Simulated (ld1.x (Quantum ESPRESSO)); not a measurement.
# u(r) = r·R(r): atom against pseudo-atom (beryllium (Be))

Columns: radius, all-electron u(r) and pseudo u(r) of the 2p shell (level -2.11 eV) of beryllium in the configuration [He] 2s2 2p0; LDA (PZ), non-relativistic, RRKJ scheme, ld1.x (Quantum ESPRESSO) 7.5.

```
r (bohr)  all-electron  pseudo
   0.199        0.0424  0.0206
   0.398        0.1233  0.0785
   0.597        0.2093  0.1626
   0.796        0.2878  0.2573
   0.995        0.3552  0.3467
   1.194        0.4107  0.4193
   1.393        0.4545  0.4704
   1.592        0.4873  0.5018
   1.791        0.5100  0.5191
   1.990        0.5239  0.5277
   2.189        0.5301  0.5310
   2.388        0.5299  0.5300
   2.587        0.5245  0.5245
   2.786        0.5149  0.5149
   2.985        0.5019  0.5019
   3.184        0.4863  0.4863
   3.383        0.4688  0.4688
   3.582        0.4499  0.4499
   3.781        0.4300  0.4300
   3.980        0.4096  0.4096
   4.179        0.3889  0.3889
   4.378        0.3683  0.3683
   4.577        0.3478  0.3478
   4.776        0.3277  0.3277
   4.975        0.3082  0.3082
   5.174        0.2893  0.2893
```

(1) How many radial nodes do the two functions have?

(2) At about which radius was the pseudo-wave matched?

(3) Is the pseudo-wave norm-conserving?

Answers

(1) The all-electron 2p function has n − l − 1 = 0; the pseudo-wave has 0.

(2) 2.65 bohr. The columns agree to 0.0005 from 2.39 bohr on; several derivatives are matched, so the curves merge somewhat inside the radius.

(3) Yes: the RRKJ scheme keeps the norm inside the radius equal to the all-electron one, which fixes the energy derivative of the logarithmic derivative at the level.
